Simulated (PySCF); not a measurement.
## Dipole response of Te³⁺ (tellurium, charge +3)

[Kr] 4d10 5s2 5p1, 2P determinant. Computed with PySCF 2.14 in def2-QZVPPD with the def2 core potential (28 electrons), with a scalar-relativistic core potential. Coupled (time-dependent) response in atomic units; α is the mean over directions.

| method | mean α (bohr³) | α xx, yy, zz | C₆ (like pair) | S(−4) |
| --- | --- | --- | --- | --- |
| UHF | 11.40 | 11.70, 10.81, 11.70 | 61.04 | 39.91 |
| PBE | 10.40 | 10.49, 10.23, 10.49 | 55.00 | 31.16 |
| PBE0 | 10.61 | 10.77, 10.31, 10.77 | 56.27 | 32.84 |
| B97-3 | 10.49 | 10.62, 10.24, 10.62 | 55.45 | 31.84 |

S(−4) is the Cauchy moment in α(ω) = α(0) + S(−4) ω² + …

Spin-orbit coupling is absent.

α(iu) at PBE:

| u (hartree) | α(iu) (bohr³) |
| --- | --- |
| 0 | 10.40 |
| 0.0500 | 10.32 |
| 0.100 | 10.10 |
| 0.200 | 9.308 |
| 0.300 | 8.271 |
| 0.500 | 6.240 |
| 0.750 | 4.443 |
| 1.00 | 3.344 |
| 1.50 | 2.181 |
| 2.00 | 1.591 |
| 3.00 | 0.9850 |
| 5.00 | 0.4876 |

For an ion, C₆ is the dispersion term alone; charge-induced terms of lower order in 1/R come first.

The components differ because the open shell of this determinant is not spherical; for a pure term their mean is the scalar polarisability.

Energies and moments cover only the electrons outside the core potential.
